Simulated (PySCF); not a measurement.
# Correlation energy of Co²⁺ (cobalt, charge +2)

[Ar] 3d6 4s1, high-spin 6D determinant (an excited configuration). Calculation: PySCF 2.14, in aug-cc-pVDZ (7s6p4d2f, 59 functions); no relativity, point nucleus. Frozen: [Ar]; 7 electrons correlated.

```tsv
level	correlation energy (mhartree)
CCSD	-113.61
(T)	-1.33
CCSD(T)	-114.94
```

Diagnostics: T1 = 0.0064, D1 = 0.0133, largest double amplitude 0.028.

Cost of the coupled-cluster step: of the order of 2.8 core-seconds, for 7 correlated electrons.
